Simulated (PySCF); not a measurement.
Bonds (- single, = double, # triple, : aromatic): O1-Si2, Si2-C3, C3-F4, C3=C5, C5-Si6, Si6-O7, O7-Si8. O1 carries H9; Si2 carries H10, H11; C5 carries H12; Si6 carries H13, H14; Si8 carries H15, H16, H17. Stereochemistry as in O[SiH2]/C(F)=C\[SiH2]O[SiH3].

All values are calculated (PySCF): GFN2-xTB geometry, σ from GIAO-PBE0/pcSseg-1. No solvent model, one averaged value for each set of equivalent atoms, relativity neglected, a single conformation.

Q: List the cross peaks expected in HSQC, COSY and HMBC spectra.

A: 

HSQC (one-bond C–H):
| δH | δC |
| --- | --- |
| 6.04 (H12) | 118.7 (C5) |

COSY cross peaks (H two or three bonds apart, from the bond graph; peaks can be absent where the dihedral angle is near 90°):
| δH | δH |
| --- | --- |
| 6.04 (H12) | 5.36 (H13/H14) |

HMBC (two and three bonds, from the bond graph):
| δH | δC |
| --- | --- |
| 6.04 (H12) | 192.6 (C3) |
| 5.36 (H13/H14) | 192.6 (C3), 118.7 (C5) |
| 5.15 (H10/H11) | 192.6 (C3), 118.7 (C5) |

Scale: 1H (31.72 ppm) and 13C (186.93 ppm) vs TMS (reference shieldings calculated alike).

Exchangeable OH/NH protons stand at their gas-phase positions; hydrogen bonding in a real sample shifts them, mostly to higher δ. Shifts are as computed. Against solution values, carbons near 30 ppm lie about +3 ppm off and those near 130 ppm about +5 ppm. Of 1309 compounds with measured shifts, 239 miss one by over three times the rms of a fit or turn the order of signals round; such compounds aren't used in these exercises.
